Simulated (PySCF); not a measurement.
CCl, SMILES [C]Cl (connectivity only; charge and spin as stated), neutral, multiplicity 2. Atoms are numbered in the order given.

```xyz
2

C      0.0000     0.0000    -1.2148
Cl     0.0000     0.0000     0.4287
```
Charge 0, spin multiplicity 2.

Geometry optimised at PBE0-D3(BJ)/def2-TZVPD.

These are M06-2X/def2-TZVPD (PySCF) values and carry that method's errors.

Gas-phase values at a fixed geometry.

```yaml
total_energy: -498.13097 hartree
point_group: C∞v
"α spin, highest occupied and lowest empty level": -7.52 and -2.30 eV
"β spin, highest occupied and lowest empty level": -10.67 and -1.68 eV
dipole_moment: 1.41 D
"⟨S²⟩": 0.756 (pure state 0.75)
```
